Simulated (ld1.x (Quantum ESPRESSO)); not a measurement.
## Logarithmic derivatives: Nd (Z = 60), TM semilocal

```json
{
 "Element": "neodymium (Nd)",
 "Generator": "ld1.x (Quantum ESPRESSO) 7.5",
 "Type": "norm-conserving Troullier–Martins (semilocal form)",
 "Functional": "LDA (PZ)",
 "Relativity": "scalar-relativistic",
 "Frozen core": "[Kr] 4d10",
 "Valence charge": "14",
 "Reference configuration": "4f4 5s2 5p6 5d0 6s2 6p0",
 "Partial waves": "5s (bound): rc 1.55 bohr; 5p (bound): rc 2.95 bohr; 5d (bound, empty): rc 3.85 bohr; 4f (bound): rc 0.95 bohr",
 "Local potential": "the f channel",
 "Core correction": "a·sin(br)/r model core, default radius (core density twice the valence density)"
}
```

Occupied shells without a wave of their own: 6s. They enter only through the test configuration that unscreens the potential, and ld1.x also counts them in the model core charge.

The phase is arctan(r·u′/u) with u = r·R(r), unwrapped; energies in Ry, scanned from -5 to 5 Ry. A pole is an energy at which the radial function vanishes at the test radius. The pseudo phase is shifted by a multiple of π to meet the all-electron one at the reference energy, and phase errors are pseudo minus all-electron; the curves can meet again beyond the range given. Levels narrower than the energy grid can be missing from the lists of poles.

Problem. For each channel, where are the poles, and over which energies does the pseudopotential scatter like the atom?

Solution.

| channel | radius (bohr) | reference energy (Ry) | poles, all-electron | poles, pseudo | unbroken range about the reference energy with phases within 0.05 rad | phase error 1 Ry above the reference energy (rad) |
| --- | --- | --- | --- | --- | --- | --- |
| s | 4.21 | -2.98 | -2.98, 0.49, 3.98 | 0.47, 3.83 | -3.0 to 1.6 | -0.000 |
| p | 4.21 | -1.63 | -1.61, 1.15, 4.84 | -1.61, 0.98, 4.14 | below -0.2 | -0.005 |
| d | 4.21 | -0.15 | 0.07, 2.44 | 0.08, 2.56 | below 0.7 | +0.091 |
| f | 4.21 | -0.14 | -0.13, 1.68, 4.45 | -0.13, 1.68, 4.48 | below 2.8 | +0.003 |

ld1.x takes every shell without a wave as core, so the model core holds the 6s electrons as well and exchange and correlation see them twice. This cancels in the reference configuration, but the file is broken for other ones, and its errors say nothing about a proper core correction.

Phases in the p channel:

| E (Ry) | all-electron | pseudo |
| --- | --- | --- |
| -5.00 | 1.460 | 1.460 |
| -4.74 | 1.457 | 1.457 |
| -4.48 | 1.454 | 1.454 |
| -4.22 | 1.450 | 1.450 |
| -3.96 | 1.445 | 1.445 |
| -3.70 | 1.441 | 1.441 |
| -3.44 | 1.435 | 1.435 |
| -3.18 | 1.429 | 1.429 |
| -2.92 | 1.421 | 1.421 |
| -2.66 | 1.413 | 1.413 |
| -2.40 | 1.402 | 1.402 |
| -2.14 | 1.387 | 1.387 |
| -1.88 | 1.362 | 1.362 |
| -1.62 | -1.524 | -1.524 |
| -1.36 | -1.776 | -1.776 |
| -1.10 | -1.816 | -1.817 |
| -0.84 | -1.865 | -1.868 |
| -0.58 | -1.945 | -1.952 |
| -0.32 | -2.110 | -2.134 |
| -0.06 | -2.616 | -2.751 |
| 0.20 | -3.874 | -4.044 |
| 0.46 | -4.409 | -4.478 |
| 0.72 | -4.584 | -4.629 |
| 0.98 | -4.673 | -4.712 |
| 1.24 | -4.731 | -4.774 |
| 1.50 | -4.781 | -4.836 |
| 1.76 | -4.832 | -4.917 |
| 2.02 | -4.897 | -5.070 |
| 2.28 | -5.005 | -5.577 |
| 2.54 | -5.266 | -7.052 |
| 2.80 | -6.292 | -7.535 |
| 3.06 | -7.329 | -7.679 |
| 3.32 | -7.590 | -7.749 |
| 3.58 | -7.693 | -7.793 |
| 3.84 | -7.750 | -7.824 |
| 4.10 | -7.787 | -7.850 |
| 4.36 | -7.814 | -7.874 |
| 4.62 | -7.837 | -7.897 |
| 4.88 | -7.856 | -7.923 |
